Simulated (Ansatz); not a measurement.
Cost and result up the ladder for the cluster FeGe10 (the lowest singlet isomer of a short search) (11 atoms). Total charge 0; singlet. Geometry: PBE-D4/def2-SVP.

| atom | x (Å) | y (Å) | z (Å) |
| --- | --- | --- | --- |
| Fe1 | 0.042 | 0.299 | 0.130 |
| Ge2 | -0.190 | -0.630 | -2.259 |
| Ge3 | -0.997 | -2.006 | -0.027 |
| Ge4 | 1.264 | 0.758 | 2.099 |
| Ge5 | 0.576 | 1.795 | -1.745 |
| Ge6 | 0.723 | -1.729 | 1.825 |
| Ge7 | 1.592 | -1.552 | -0.774 |
| Ge8 | 2.418 | 0.840 | -0.212 |
| Ge9 | -2.473 | -0.107 | -0.851 |
| Ge10 | -1.433 | 2.122 | -0.143 |
| Ge11 | -1.523 | 0.210 | 1.957 |

Ansatz on 2 threads of AMD EPYC 7R13 on a shared host and a share (18 GiB) of an NVIDIA H100 80GB HBM3. Times are rough, and most runs start from the orbitals of an earlier one. No level here is sound enough to serve as a yardstick. Binding counts from free atoms at the same level (Fe quintet, Ge triplet; other spins of the atoms weren't run), without zero-point energy or a counterpoise term.

Correlated methods freeze 95 core orbitals; core or outer-core shells of Fe, Ge are correlated, in sets that lack core-valence functions. Single mean-field runs in def2-TZVP are fitted with def2-universal-jkfit. No other spin state of charge 0 was run. The structure comes from a short search, and lower isomers may exist.

Run but left out: HF/STO-3G, BHLYP-D4/def2-TZVP (restricted singlet, unstable in another Hartree–Fock run and untested here); MP2/def2-TZVP (restricted singlet, unstable towards broken spin symmetry).

Correlated methods converge slowly with the basis.

```csv
level,functions,binding energy per atom (eV),remarks
PBE-D4/def2-TZVP (with forces),525,3.53,restricted SCF unstable in HF
PBE-D4/def2-SVP,351,3.55,restricted SCF unstable in HF
RPA@PBE/def2-TZVP,525,2.92,restricted SCF unstable in HF
PBE0-D4/def2-TZVP,525,3.13,restricted SCF unstable in HF
PBE0-D4/def2-SVP,351,3.11,restricted SCF unstable in HF
r2SCAN-D4/def2-TZVP,525,3.33,restricted SCF unstable in HF
```

(1) Estimate how long each takes.

Results:

(1) r2SCAN-D4/def2-TZVP 11 s; PBE-D4/def2-SVP 12 s; PBE0-D4/def2-TZVP 13 s; PBE-D4/def2-TZVP (with forces) 15 s; PBE0-D4/def2-SVP 20 s; RPA@PBE/def2-TZVP 21 s. On shared hardware such times vary by a factor of up to 3.
